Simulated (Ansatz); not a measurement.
Reaction (ligand exchange at the Al–N bond): `[NH2][Al]([NH2])[O][SiH3]` + H₂S → `[NH2][Al]([SH])[O][SiH3]` + NH₃

Calculated with Ansatz (gas phase, PBE0-D4/def2-TZVP geometries, no zero-point term in ΔE). CCSD(T)/CBS adds triple-zeta CCSD(T) − MP2 to the extrapolated MP2 energy (def2 sets, frozen cores). This one scheme is used for every species. DFT in def2-TZVPP. HSE06 is defined as in plane-wave codes. One conformer a species, not always the lowest.

`[NH2][Al]([NH2])[O][SiH3]`:

```xyz
12

N     1.506   -0.311   -1.711
Al    0.670   -0.502   -0.172
N     1.170   -1.697    1.023
O    -0.648    0.490    0.170
Si   -1.915    1.438    0.493
H     2.299   -0.847   -2.018
H     1.245    0.361   -2.412
H     1.938   -2.338    0.925
H     0.712   -1.832    1.908
H    -2.676    1.739   -0.751
H    -2.837    0.773    1.455
H    -1.464    2.726    1.090
```

H₂S:

Cartesian coordinates in Å:
```
S -0.239 -0.550 -0.157
H 1.011 -0.093 0.008
H -0.773 0.642 0.149
```

`[NH2][Al]([SH])[O][SiH3]`:

Cartesian coordinates in Å:
```
N 1.569 -2.026 -0.127
Al 0.160 -1.004 -0.349
S -1.557 -1.744 -1.468
O 0.140 0.547 0.303
Si -0.405 2.030 0.672
H 1.665 -2.962 -0.482
H 2.395 -1.750 0.377
H -2.232 -0.595 -1.293
H -0.462 2.200 2.148
H -1.773 2.239 0.117
H 0.499 3.063 0.102
```

NH₃:

```xyz
4

N    -0.026    0.183    0.213
H     0.945   -0.003   -0.006
H    -0.458   -0.707    0.428
H    -0.461    0.527   -0.635
```

**Question.** Is it downhill or uphill in electronic energy at CCSD(T)/CBS, and by how much? (An estimate is asked.)

**Answer.** Computed: Downhill: ΔE = -28.2 kJ/mol.

**Question.** What do these levels give: r2SCAN-D4, B97M-V, HSE06-D4, PBE-QIDH, PBE, r2SCANh? (Best estimate.)

**Answer.** Computed: r2SCAN-D4 -30.4, B97M-V -30.6, HSE06-D4 -34.1, PBE-QIDH -31.4, PBE -32.7, r2SCANh -29.9 kJ/mol.

Largest T1 diagnostic among the species: 0.011.

At CCSD(T), def2-SVP lies +3.3 kJ/mol from the extrapolated value and def2-TZVPP +1.1 kJ/mol. In def2-TZVPP, CCSD(T) changes the Hartree–Fock value by −5.3 kJ/mol (the triples alone add −2.3 kJ/mol) and MP2 by −7.3 kJ/mol.
